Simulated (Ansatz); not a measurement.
Start from `[CH3][GaH][NH2]` and change one atom or group to get `[NH2][GaH][OH]`.

Ansatz, PBE0-D4/def2-TZVP geometries, multiplicity 1. Each molecule was computed in one conformer, which needn't be the lowest.

Scalar relativity is left out up to krypton.

| property | `[CH3][GaH][NH2]` |
| --- | --- |
| zero-point energy (PBE0-D4/def2-TZVP) / kJ/mol | 178.3 |
| size of the dipole moment (B3LYP/def2-TZVPP) / D | 0.81 |
| HOMO energy (PBE/def2-TZVPP) / eV | -5.86 |
| HOMO–LUMO gap (B3LYP/def2-TZVPP) / eV | 6.41 |
| HOMO energy (B3LYP/def2-TZVPP) / eV | -6.96 |
| HOMO–LUMO gap (PBE/def2-TZVPP) / eV | 4.80 |

**Question.** Give the same properties after the change, and the shifts. (An estimate is asked.)

**Answer.** Computed: 
```csv
property,`[NH2][GaH][OH]`,shift
zero-point energy (PBE0-D4/def2-TZVP) / kJ/mol,119.6,-58.7
size of the dipole moment (B3LYP/def2-TZVPP) / D,2.34,1.53
HOMO energy (PBE/def2-TZVPP) / eV,-5.97,-0.11
HOMO–LUMO gap (B3LYP/def2-TZVPP) / eV,6.78,0.37
HOMO energy (B3LYP/def2-TZVPP) / eV,-7.16,-0.20
HOMO–LUMO gap (PBE/def2-TZVPP) / eV,5.11,0.31
```

With PBE0 the HOMO falls by 0.22 eV and the LUMO rises by 0.18 eV, so the gap widens by about 0.40 eV. PBE moves the HOMO by -0.11 eV and ωB97M-V by -0.22 eV. The zero-point energy changes by -58.7 kJ/mol with -6 modes. Dipoles are sizes alone; their direction can turn.

B3LYP here is the variant with VWN-RPA as its local correlation; programs differ in this.
